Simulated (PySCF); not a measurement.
## Mayer bond orders and bond lengths

Compound: C5H11P2 (charge +1).
Atom-mapped SMILES: `[CH2:1]=[CH:2][PH+:3]([CH:4]=[CH2:5])[CH2:6][PH2:7]` (hydrogens: H8, H9 on C1; H10 on C2; H11 on P3; H12 on C4; H13, H14 on C5; H15, H16 on C6; H17, H18 on P7)

Cartesian coordinates in Å at the GFN2-xTB level; atoms count from 1:
```xyz
18
C5H11P2 angstrom
C      1.817    1.139   -1.633
C      1.018    0.903   -0.601
P     -0.060   -0.521   -0.511
C      0.341   -1.570    0.884
C      1.459   -1.442    1.586
C     -1.804   -0.036   -0.388
P     -1.959    1.007    1.199
H      2.455    2.008   -1.662
H      1.867    0.481   -2.487
H      0.964    1.560    0.261
H      0.113   -1.245   -1.678
H     -0.404   -2.321    1.117
H      2.202   -0.693    1.359
H      1.670   -2.088    2.422
H     -2.126    0.491   -1.289
H     -2.395   -0.951   -0.277
H     -1.820    2.229    0.542
H     -3.347    1.055    1.145
```

Bond orders from the PBE0/pcSseg-1 density (PySCF). Isolated species at its GFN2-xTB geometry (one conformer only).

Problem. Where do the orders between heavy atoms depart from those drawn in the SMILES?

Solution. The largest departure is 0.098, at C6–P7 (drawn single, 0.902).

Problem. Give the Mayer order of every bond, beside its length.

Solution. 
| bond | drawn as | length (Å) | Mayer order |
| --- | --- | --- | --- |
| C1–C2 | double | 1.326 | 1.919 |
| C2–P3 | single | 1.788 | 1.000 |
| P3–C4 | single | 1.792 | 0.981 |
| C4–C5 | double | 1.326 | 1.937 |
| P3–C6 | single | 1.815 | 1.020 |
| C6–P7 | single | 1.905 | 0.902 |
| C1–H8 | single | 1.078 | 0.937 |
| C1–H9 | single | 1.079 | 0.951 |
| C2–H10 | single | 1.085 | 0.910 |
| P3–H11 | single | 1.384 | 0.911 |
| C4–H12 | single | 1.084 | 0.919 |
| C5–H13 | single | 1.079 | 0.946 |
| C5–H14 | single | 1.078 | 0.937 |
| C6–H15 | single | 1.092 | 0.911 |
| C6–H16 | single | 1.095 | 0.907 |
| P7–H17 | single | 1.395 | 0.942 |
| P7–H18 | single | 1.391 | 0.944 |

Bonds between the same two heavy elements. C–C: all 2 within 0.02 of one another (1.919 to 1.937). C–P: lowest C6–P7 (0.902, 1.905 Å), highest P3–C6 (1.020, 1.815 Å); in 2 of the 6 pairs the longer bond (by over 0.003 Å) has the higher order (by 0.02 or more).

Problem. Sum the orders of all bonds at each heavy atom with more than one neighbour and set the sums beside the valence in the SMILES.

Solution. C1 3.807 (drawn 4), C2 3.829 (drawn 4), P3 3.912 (drawn 4), C4 3.837 (drawn 4), C5 3.820 (drawn 4), C6 3.740 (drawn 4), P7 2.788 (drawn 3). Orders between atoms that aren't bonded are not in these sums.

For a closed shell the Mayer order of atoms A and B is Σ (PS)μν (PS)νμ over the basis functions μ on A and ν on B, with P the density and S the overlap matrix.

These values come from a run that also computed NMR shieldings. Hardware: one thread of an Arm Neoverse V1, shared host. Cost: 26 s of wall time, 0.84 GiB resident at most.
